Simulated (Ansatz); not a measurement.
Gas-phase electronic energies from Ansatz, PBE0-D4/def2-TZVP geometries. CBS: MP2 limit from def2 TZ/QZ plus the TZ coupled-cluster correction, frozen cores. This one scheme is used for every species. Functionals use def2-TZVPP. B3LYP here is the variant with VWN-RPA as its local correlation; programs differ in this. One conformer a species, not always the lowest.

Reaction (cleavage of the Si–Si bond): `CO[SiH](F)[SiH3]` + `O[Si]O[SiH3]` → `[SiH3]O[Si]O[SiH3]` + `CO[SiH2]F`

| level | ΔE (kJ/mol) |
| --- | --- |
| B3LYP-D4 | -102.4 |
| CCSD(T)/def2-SVP | -99.7 |

What does CCSD(T)/CBS give? (Estimate.)

Ansatz gave: -104.3 kJ/mol. The listed levels differ from it by 1.9, 4.6 kJ/mol.

Largest T1 diagnostic among the species: 0.014.

In def2-TZVPP, CCSD(T) changes the Hartree–Fock value by +27.4 kJ/mol (the triples alone add +3.5 kJ/mol) and MP2 by +19.1 kJ/mol. From PBE to PBE0 (25 % exact exchange), in def2-TZVPP and without D4, ΔE moves by −9.8 kJ/mol. At CCSD(T), def2-SVP lies +4.5 kJ/mol from the extrapolated value and def2-TZVPP −0.1 kJ/mol.
